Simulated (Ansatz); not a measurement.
Job for Ansatz (a program for electronic structure): R-B3LYP/def2-TZVPP on C2H7Al (SMILES [CH3][AlH][CH3]).

Ansatz 0.2 input:
```yaml
crystal:
  periodic: [false, false, false]
  atoms:
    - {symbol: C, position_ang: [-1.71041688, -0.09119098, 0.19386747]}
    - {symbol: Al, position_ang: [0.02318173, 0.63202984, -0.35934982]}
    - {symbol: C, position_ang: [1.69124015, -0.31460704, 0.03547791]}
    - {symbol: H, position_ang: [-1.95870770, 0.26884068, 1.19952020]}
    - {symbol: H, position_ang: [-2.52702028, 0.22212458, -0.46067606]}
    - {symbol: H, position_ang: [-1.71004102, -1.18300371, 0.24532624]}
    - {symbol: H, position_ang: [0.08171058, 2.01316731, -1.14178480]}
    - {symbol: H, position_ang: [1.99917026, -0.90558922, -0.83534054]}
    - {symbol: H, position_ang: [2.51616513, 0.36920449, 0.25105533]}
    - {symbol: H, position_ang: [1.59471805, -1.01097597, 0.87190403]}
basis:
  gaussian:
    orbitals: def2-TZVPP
hamiltonian:
  xc: {name: B3LYP}
scf: {lower_state_search: off}
```

Output:

```
WARN ansatz: RAYON_NUM_THREADS=2 ignored (pool sized by the plan → 2); use --threads N
Functional definition: B3LYP
these checks for a lower state are left out or cut short: stability, starts, cluster_reference, orbital_swaps, neighbouring_geometries, increment
integrals: 0.09 GiB planned
1066 factors; their error is unknown
mean field: 0.90 GiB planned
mean field evaluation 1: about -8773.5834 eV, gradient 7.8e1 eV
mean field evaluation 2: about -8764.4168 eV, gradient 9.0e1 eV
mean field evaluation 4: about -8787.2893 eV, gradient 1.7e0 eV
mean field evaluation 8: about -8787.2987 eV, gradient 4.6e-2 eV
mean field evaluation 16: about -8787.2956 eV, gradient 1.1e-5 eV
mean field -8787.29560499 eV, -322.9271572403 hartree, gradient 4.6e-6 eV, S^2 0.000000; 0 other end points of the search recorded, 0 dependent functions left out
reference -8787.29589541 eV, -322.9271679131 hartree; 16, 16 occupied and 186, 186 virtual orbitals, 1066 factors
Total energy: -8787.29589541 eV, -322.9271679131 hartree
Checks for a lower state left out: stability, starts, cluster_reference, orbital_swaps, neighbouring_geometries, increment
```

The calculation finished and met its thresholds.

Cost: very roughly 4 core-seconds.
